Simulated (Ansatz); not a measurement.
Two isomers of CH6N2Si: A = `NC1N[SiH2]1`, B = `N[SiH]1CN1`.

Calculated with Ansatz (gas phase, PBE0-D4/def2-TZVP geometries, no zero-point term in ΔE). CBS: MP2 limit from def2 TZ/QZ plus the TZ coupled-cluster correction, frozen cores. Functionals use def2-TZVPP. B3LYP here is the variant with VWN-RPA as its local correlation; programs differ in this. One conformer a species, not always the lowest.

Q: Which isomer does CCSD(T)/CBS put lower? Give the gap. (An estimate is asked.)

A: Computed: B, by 123.4 kJ/mol.

Q: Give E(B) − E(A) in kJ/mol with PBE-D4, CCSD(T)/def2-TZVPP, MP2/def2-TZVPP, B3LYP, ωB97M-V, HF/def2-TZVPP, B3LYP-D4. (Estimate.)

A: Computed: PBE-D4 -108.5, CCSD(T)/def2-TZVPP -119.9, MP2/def2-TZVPP -125.1, B3LYP -119.9, ωB97M-V -122.4, HF/def2-TZVPP -131.1, B3LYP-D4 -119.3. None reverses the order clearly.

Q: Does the order hold for the free energy at 298.15 K (harmonic terms from PBE0-D4)? (Best estimate.)

A: Computed: Yes: G(B) − G(A) = -123.4 kJ/mol, for one conformer each.

Largest T1 diagnostic: 0.012.

Leaving LDA and LC-ωPBE aside and taking each functional with its dispersion term where it has one, the values, not all of them listed here, spread over 20.4 kJ/mol, from BHLYP-D4 to revPBE-D4. From BLYP to BHLYP (50 % exact exchange), in def2-TZVPP and without D4, E(B) − E(A) moves by −12.6 kJ/mol.
